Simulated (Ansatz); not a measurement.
```xyz
3

Li    0.0000    0.0000    0.0000
H     0.0000    0.5750    1.5000
H     0.0000   -0.5750    1.5000
```

Basis set: pcseg-2 (spherical functions). Charge 0, multiplicity 2.

Computed with Ansatz (development build ahead of 0.2.0); each method stands on the lowest determinant of its kind that the runs found.

Q: Give the atomization energy at this shape (free ground-state atoms in the same class of orbitals less the molecule, no zero-point energy) of doublet LiH₂ by B3LYP (unrestricted), BLYP (unrestricted).

A:

```csv
method,atomization energy
B3LYP (unrestricted),3.69 eV
BLYP (unrestricted),3.70 eV
```

Caution for B3LYP (unrestricted): the determinant is a saddle point.

The shape needn't be a minimum at these levels.
